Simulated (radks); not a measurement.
Trend from Be2+ to Ne2+: ionisation energy by Delta-SCF between NIST ground configurations, and size. All-electron calculation, non-relativistic Kohn-Sham, PBE, spin-polarised, spherical densities, point nucleus; open shells are filled with parallel spins first. Program: a radial shooting solver on a logarithmic mesh with Libxc functionals.

Be2+: configuration [He]; IE (eV) 153.44; NIST (eV) 153.90; kind theory; -e(HOMO) (eV) 132.26 (1s); outermost 1s; <r> outermost (bohr) 0.418
B2+: configuration [He] 2s1; IE (eV) 38.292; NIST (eV) 37.931; kind exp.; -e(HOMO) (eV) 32.656 (2s); outermost 2s; <r> outermost (bohr) 1.62
C2+: configuration [He] 2s2; IE (eV) 47.106; NIST (eV) 47.888; kind exp.; -e(HOMO) (eV) 40.361 (2s); outermost 2s; <r> outermost (bohr) 1.36
N2+: configuration [He] 2s2 2p1; IE (eV) 47.669; NIST (eV) 47.445; kind semi-emp.; -e(HOMO) (eV) 38.533 (2p); outermost 2s; <r> outermost (bohr) 1.18
O2+: configuration [He] 2s2 2p2; IE (eV) 55.497; NIST (eV) 54.936; kind semi-emp.; -e(HOMO) (eV) 45.089 (2p); outermost 2s; <r> outermost (bohr) 1.04
F2+: configuration [He] 2s2 2p3; IE (eV) 63.123; NIST (eV) 62.708; kind semi-emp.; -e(HOMO) (eV) 51.572 (2p); outermost 2s; <r> outermost (bohr) 0.938
Ne2+: configuration [He] 2s2 2p4; IE (eV) 63.323; NIST (eV) 63.423; kind exp.; -e(HOMO) (eV) 52.000 (2p); outermost 2s; <r> outermost (bohr) 0.839

Reference values: NIST Atomic Spectra Database (exp. = measured, semi-emp. = semi-empirical, theory = theoretical value adopted there). Open shells are spherical and high-spin; term and fine-structure splittings are not resolved.
